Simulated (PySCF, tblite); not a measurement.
C2H12FPSi3.
Z-matrix (Å and degrees, GFN2-xTB geometry), rows numbered from 1:
```
C 
Si  1  1.8987
P   2  2.2555  1  107.79
C   2  1.9135  1  111.92  3   117.27
Si  4  1.9122  2  112.57  1   -52.49
Si  4  1.8907  2  112.05  1    74.91
F   6  1.6128  4  107.19  2   -59.35
H   1  1.0865  2  110.62  3   -47.82
H   1  1.0861  2  111.62  3    72.10
H   1  1.0845  2  110.79  3  -167.56
H   2  1.4807  1  109.48  3  -121.11
H   3  1.3820  2   94.69  1   -70.23
H   3  1.3837  2   94.63  1  -162.71
H   4  1.0934  2  106.61  1  -168.41
H   5  1.4635  4  110.17  2    69.55
H   5  1.4645  4  109.83  2   -51.97
H   5  1.4683  4  108.23  2  -171.22
H   6  1.4569  4  113.56  2    54.83
H   6  1.4561  4  113.62  2  -174.41
```

Method used: PBE0/pcSseg-1 in PySCF (dipole) on a GFN2-xTB geometry, gas phase.

Masses are those of the commonest isotopes; rigid-rotor values at the optimised geometry. The values belong to one conformer with, in the numbering `[CH3:1][Si@@H:2]([PH2:3])[C@@H:4]([SiH3:5])[SiH2:6][F:7]`, C1–Si2–P3–H -70° and -163°, C1–Si2–C4–Si5 -52°, Si2–C4–Si6–F7 -59°.

**Question.** What are A, B and C (GHz)?

**Answer.** Ia = 314.41, Ib = 698.66, Ic = 800.10 u·Å²; 505379 MHz·u·Å²/I gives 1607, 723.4 and 631.6 MHz, that is A = 1.6074, B = 0.7234, C = 0.6316 GHz.

**Question.** What kind of rotor is it?

**Answer.** An asymmetric top. Ray's parameter κ = (2B − A − C)/(A − C) = -0.812; −1 is the prolate and +1 the oblate limit.

**Question.** What does the inertial defect say?

**Answer.** Not planar: Δ = Ic − Ia − Ib = -212.96 u·Å². For a rigid frame Δ = −2 Σ m c², so Σ m c² = 106.48 u·Å² lies off the ab plane: 28.02 from hydrogen and 78.46 from heavier atoms. The atom farthest from that plane is 2.32 Å away.

**Question.** Give the coordinates in the principal-axis frame, origin at the centre of mass.

**Answer.** The sense of each axis is arbitrary; atoms in the order of the calculation.
```tsv
atom	mass (u)	a (Å)	b (Å)	c (Å)
C1	12.000	0.692	-1.419	-1.628
Si2	27.977	0.872	-0.835	0.169
P3	30.974	2.908	0.111	0.386
C4	12.000	-0.416	0.508	0.616
Si5	27.977	-0.416	1.965	-0.622
Si6	27.977	-2.145	-0.219	0.858
F7	18.998	-2.558	-0.937	-0.526
H8	1.008	0.991	-0.635	-2.318
H9	1.008	1.310	-2.290	-1.830
H10	1.008	-0.337	-1.682	-1.847
H11	1.008	0.718	-1.991	1.082
H12	1.008	3.599	-1.081	0.272
H13	1.008	2.916	0.042	1.768
H14	1.008	-0.109	0.927	1.578
H15	1.008	-0.948	1.530	-1.914
H16	1.008	0.946	2.480	-0.783
H17	1.008	-1.274	3.027	-0.081
H18	1.008	-2.192	-1.295	1.839
H19	1.008	-3.176	0.787	1.072
```

**Question.** Which lines would a microwave search look for?

**Answer.** The dipole components are |μa| = 0.36 D, |μb| = 0.07 D, |μc| = 1.41 D. The squared components, which scale the intensities, stand as 0.07 : 0.00 : 1.00 (a : b : c). Some lines, for components of 0.1 D or more:

```
type  branch         J(Ka,Kc)   MHz  lower level (cm⁻¹)
   a       Q  3(1,2) ← 3(1,3)   550               0.293
   c       Q  2(1,2) ← 2(0,2)   799               0.135
   c       Q  1(1,1) ← 1(0,1)   884               0.045
   a       R  1(0,1) ← 0(0,0)  1355               0.000
   c       R  1(1,0) ← 0(0,0)  2331               0.000
   a       R  3(0,3) ← 2(0,2)  4038               0.135
   a       R  3(2,2) ← 2(2,1)  4065               0.260
   a       R  3(2,1) ← 2(2,0)  4092               0.260
   a       R  3(1,2) ← 2(1,1)  4198               0.171
   c       R  3(1,2) ← 2(0,2)  5272               0.135
   c       R  3(2,2) ← 2(1,2)  6992               0.162
   c       R  3(3,0) ← 2(2,0)  8712               0.260
   c       R  3(3,1) ← 2(2,1)  8719               0.260
```

**Question.** Estimate the classical rotational partition function at 10 K, 50 K and 298.15 K.

**Answer.** Point group C1, symmetry number σ = 1; q = (√π/σ)·√((kT/h)³/(ABC)), k/h = 20836.6 MHz/K: 6220 at 10 K, 69500 at 50 K, 1010000 at 298.15 K.

Its GFN2-xTB frequencies are all real (lowest 31 cm⁻¹). No vibrational averaging or centrifugal distortion is included, and the geometry carries the error of its method. A rigid rotor knows nothing of internal rotation, which can split or shift real lines.
